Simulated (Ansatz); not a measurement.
Born–Oppenheimer molecular dynamics of CH$_{6}$BNO (10 atoms, charge 0, multiplicity 1). It starts from a relaxed structure.

Level of theory: RKS BLYP/STO-3G in Ansatz.

```
ensemble        : NVT, Langevin thermostat
time step       : 0.25 fs
steps asked     : 500
set temperature : 500 K
friction        : 0.02 /fs
seed            : 821817
```

Frames 1.25 fs apart, positions in Å.

Velocities at 95.0 fs (Å/ps):

```
B 4.57 -0.54 10.94
O -10.26 -6.94 -3.08
H -0.65 17.40 0.62
N 0.08 -0.95 -0.76
H -1.88 3.40 -7.98
H 9.75 -15.41 -41.00
C 1.40 0.49 2.30
H 6.38 -10.61 -27.01
H 4.33 7.09 -37.24
H 9.46 3.82 -34.21
```

```xyz
10
Properties=species:S:1:pos:R:3 time_fs=95.0 energy_less_start_eV=0.638 T=413
B -0.071 -0.138 -0.138
O -0.056 -0.695 1.244
H -1.064 -0.875 1.424
N 1.231 0.152 -0.644
H 1.992 0.239 0.077
H 1.308 1.043 -1.121
C -1.300 0.184 -1.156
H -2.269 0.177 -0.633
H -1.266 1.064 -1.753
H -1.475 -0.665 -1.912
10
Properties=species:S:1:pos:R:3 time_fs=96.2 energy_less_start_eV=0.541 T=522
B -0.067 -0.138 -0.122
O -0.070 -0.702 1.239
H -1.071 -0.850 1.423
N 1.232 0.151 -0.643
H 1.994 0.237 0.066
H 1.323 1.034 -1.189
C -1.300 0.183 -1.154
H -2.263 0.166 -0.658
H -1.259 1.079 -1.801
H -1.463 -0.655 -1.949
10
Properties=species:S:1:pos:R:3 time_fs=97.5 energy_less_start_eV=0.509 T=541
B -0.063 -0.140 -0.104
O -0.083 -0.708 1.232
H -1.085 -0.830 1.419
N 1.233 0.149 -0.641
H 1.996 0.228 0.061
H 1.332 1.022 -1.274
C -1.300 0.182 -1.156
H -2.275 0.166 -0.665
H -1.257 1.102 -1.840
H -1.441 -0.635 -1.966
10
Properties=species:S:1:pos:R:3 time_fs=98.8 energy_less_start_eV=0.490 T=511
B -0.062 -0.141 -0.087
O -0.096 -0.713 1.222
H -1.106 -0.817 1.423
N 1.235 0.147 -0.641
H 2.006 0.218 0.063
H 1.331 0.987 -1.357
C -1.301 0.180 -1.161
H -2.297 0.175 -0.667
H -1.251 1.113 -1.856
H -1.406 -0.611 -1.963
10
Properties=species:S:1:pos:R:3 time_fs=100.0 energy_less_start_eV=0.471 T=499
B -0.062 -0.143 -0.072
O -0.110 -0.718 1.213
H -1.125 -0.809 1.428
N 1.236 0.148 -0.642
H 2.021 0.205 0.064
H 1.331 0.926 -1.420
C -1.303 0.180 -1.168
H -2.327 0.184 -0.675
H -1.232 1.115 -1.848
H -1.365 -0.584 -1.952
10
Properties=species:S:1:pos:R:3 time_fs=101.2 energy_less_start_eV=0.438 T=549
B -0.066 -0.142 -0.062
O -0.125 -0.721 1.204
H -1.141 -0.811 1.427
N 1.236 0.148 -0.641
H 2.032 0.187 0.059
H 1.343 0.850 -1.464
C -1.307 0.181 -1.175
H -2.352 0.198 -0.684
H -1.210 1.101 -1.816
H -1.327 -0.575 -1.942
10
Properties=species:S:1:pos:R:3 time_fs=102.5 energy_less_start_eV=0.370 T=449
B -0.072 -0.140 -0.053
O -0.139 -0.723 1.196
H -1.150 -0.809 1.419
N 1.237 0.146 -0.641
H 2.046 0.170 0.040
H 1.359 0.766 -1.491
C -1.310 0.183 -1.177
H -2.358 0.214 -0.705
H -1.182 1.090 -1.775
H -1.296 -0.590 -1.942
10
Properties=species:S:1:pos:R:3 time_fs=103.8 energy_less_start_eV=0.320 T=468
B -0.077 -0.134 -0.048
O -0.149 -0.722 1.191
H -1.151 -0.804 1.414
N 1.238 0.145 -0.638
H 2.069 0.159 0.011
H 1.376 0.680 -1.504
C -1.311 0.184 -1.176
H -2.347 0.228 -0.740
H -1.154 1.089 -1.737
H -1.272 -0.626 -1.946
10
Properties=species:S:1:pos:R:3 time_fs=105.0 energy_less_start_eV=0.314 T=495
B -0.082 -0.127 -0.050
O -0.159 -0.719 1.188
H -1.155 -0.807 1.413
N 1.235 0.144 -0.631
H 2.098 0.147 -0.024
H 1.393 0.601 -1.525
C -1.313 0.183 -1.172
H -2.327 0.224 -0.777
H -1.125 1.099 -1.705
H -1.254 -0.660 -1.950
10
Properties=species:S:1:pos:R:3 time_fs=106.2 energy_less_start_eV=0.283 T=579
B -0.085 -0.118 -0.057
O -0.169 -0.718 1.184
H -1.158 -0.809 1.410
N 1.232 0.141 -0.619
H 2.130 0.132 -0.068
H 1.413 0.541 -1.571
C -1.311 0.179 -1.168
H -2.316 0.202 -0.812
H -1.091 1.124 -1.673
H -1.247 -0.680 -1.938
10
Properties=species:S:1:pos:R:3 time_fs=107.5 energy_less_start_eV=0.322 T=564
B -0.084 -0.107 -0.069
O -0.178 -0.715 1.181
H -1.166 -0.816 1.401
N 1.226 0.139 -0.607
H 2.157 0.117 -0.114
H 1.428 0.484 -1.621
C -1.307 0.174 -1.164
H -2.330 0.174 -0.834
H -1.056 1.163 -1.648
H -1.251 -0.682 -1.915
10
Properties=species:S:1:pos:R:3 time_fs=108.8 energy_less_start_eV=0.425 T=514
B -0.084 -0.095 -0.082
O -0.187 -0.712 1.178
H -1.182 -0.824 1.390
N 1.219 0.138 -0.597
H 2.174 0.089 -0.153
H 1.434 0.419 -1.653
C -1.298 0.171 -1.159
H -2.357 0.148 -0.841
H -1.027 1.192 -1.621
H -1.254 -0.668 -1.898
```

Of the whole run (125 fs, mean temperature of the second half 496 K): A run of 0.12 ps of so small a system gives no equilibrium averages. Limits of this set-up: minimal basis.

The run took 11 min on 1 thread of Arm Neoverse V1, on a shared host, peak memory 0.083 GiB.
